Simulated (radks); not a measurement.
Q: As+, configuration [Ar] 3d10 4s2 4p2. Method: non-relativistic Kohn-Sham, AM05, spin-unpolarised, spherical densities, point nucleus; computed with a radial shooting solver on a logarithmic mesh with Libxc functionals. Some entries of the table are withheld. Estimate them.

orbital,occ.,eigenvalue (hartree),r(max) (bohr)
1s,2,(1),0.03065
2s,2,-53.45817,0.1739
2p,6,-47.87177,0.1379
3s,2,-7.09373,(2)
3p,6,(3),0.5252
3d,10,-1.89331,0.4748
4s,2,(4),1.623
4p,2,(5),1.909

A: 
(1) 1s eigenvalue (hartree): -423.7537
(2) 3s r(max) (bohr): 0.5316
(3) 3p eigenvalue (hartree): -5.20809
(4) 4s eigenvalue (hartree): -0.83926
(5) 4p eigenvalue (hartree): -0.49011
